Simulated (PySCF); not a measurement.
# One molecule, several mistakes: C2H8NSi

These are calculations, not measurements. They come from PySCF 2.14.0, an open-source quantum chemistry program, on an isolated molecule that a program drew, which may never have been made. The molecule is C2H8NSi (charge 0, doublet), drawn as the SMILES string `N[CH]C[SiH3]`.

Each row is a Hartree-Fock (HF) and frozen-core CCSD(T) single point in the cc-pV(D+d)Z basis, meant for a local HF minimum. Run 1 is clean. Each other run has one planted mistake out of seven kinds, and not every kind appears here: one electron removed, one electron added, multiplicity raised by two, geometry at a saddle point, minimal basis STO-3G, one bond length entered in bohr, all coordinates scaled. The reference is restricted for singlets and unrestricted otherwise, and also for a bond in bohr. Adding or removing an electron swaps singlet and doublet. Electrons count all cores. HOMO and LUMO are orbital energies over both spins, the gradient is its largest component, and the lowest frequency (negative if imaginary) is given only where the gradient is small. Bond lengths are over the 11 bonds as drawn. T1 is the CCSD diagnostic: over 0.02 (restricted) or 0.045 (unrestricted) a single reference is doubtful.

Geometry of the clean run:
```xyz
12
C2H8NSi, angstrom
N    -2.4609    1.6513    0.6888
C    -1.2738    2.4081    0.6718
C     0.0107    1.6825    0.9740
Si    0.6839    0.6431   -0.4584
H    -3.2487    2.1647    0.3382
H    -2.3887    0.7891    0.1788
H    -1.3926    3.4180    1.0510
H    -0.1111    1.0346    1.8536
H     0.7882    2.4077    1.2315
H     1.8876   -0.1072   -0.0234
H    -0.3284   -0.3389   -0.9252
H     1.0483    1.5094   -1.6047
```

| run | electrons | basis functions | <S^2> | HOMO (eV) | LUMO (eV) | gradient (hartree/bohr) | lowest frequency (cm^-1) | mean bond (Å) | longest bond (Å) | T1 | HF (hartree) | CCSD(T) (hartree) | mistake |
|---|---|---|---|---|---|---|---|---|---|---|---|---|---|
| 1 | 41 | 105 | 0.761 | -7.83 | 4.25 | 2.1e-05 | 86 | 1.3223 | 1.893 | 0.0142 | -423.73999 | -424.35625 | no fault |
| 2 | 40 | 105 | 0.000 | -17.18 | -4.61 | 8.9e-02 | - | 1.3223 | 1.893 | 0.0204 | -423.51031 | -424.12895 | one electron removed |
| 3 | 42 | 105 | 0.000 | 1.44 | 8.85 | 6.5e-02 | - | 1.3223 | 1.893 | 0.0164 | -423.62371 | -424.27834 | one electron added |
| 4 | 41 | 32 | 0.759 | -6.13 | 9.21 | 2.6e-02 | - | 1.3223 | 1.893 | 0.0108 | -418.75863 | -418.99747 | minimal basis STO-3G |
| 5 | 41 | 105 | 1.547 | -7.92 | 1.92 | 1.0e-02 | - | 1.4423 | 2.804 | 0.0450 | -423.62696 | -424.23536 | ? |
| 6 | 41 | 105 | 0.764 | -8.41 | 3.91 | 5.2e-02 | - | 1.4201 | 2.034 | 0.0160 | -423.68820 | -424.31939 | ? |

**Which mistake was planted in run 5, and what did it cost?**

The mean bond changes by a factor of 1.091 and the longest by 1.481, so the molecule wasn't scaled as a whole. A length L in bohr read as angstrom grows by (1/0.5292 - 1) L = 0.890 L. The 11 bonds together grew by 11 x 0.1200 = 1.320 Å, which gives L = 1.484 Å. That is the length of one of the H-Si bonds, 1.484 Å in the clean geometry. So the mistake is: one bond length entered in bohr. Subtracting run 1 and multiplying by 627.51 kcal/mol a hartree, the energy moved by 70.9 kcal/mol in HF and 75.9 kcal/mol in CCSD(T).

**Which mistake was planted in run 6, and what did it cost?**

The mean and the longest bond both change by the same factor, 1.074, and the gradient is no longer small. So the mistake is: all coordinates scaled. Subtracting run 1 and multiplying by 627.51 kcal/mol a hartree, the energy moved by 32.5 kcal/mol in HF and 23.1 kcal/mol in CCSD(T).

Cautions from the logs. Run 2: T1 is over the limit, so its CCSD(T) energy is less reliable; run 3: the HOMO is above zero, so the electron isn't bound and the energy depends on the basis.
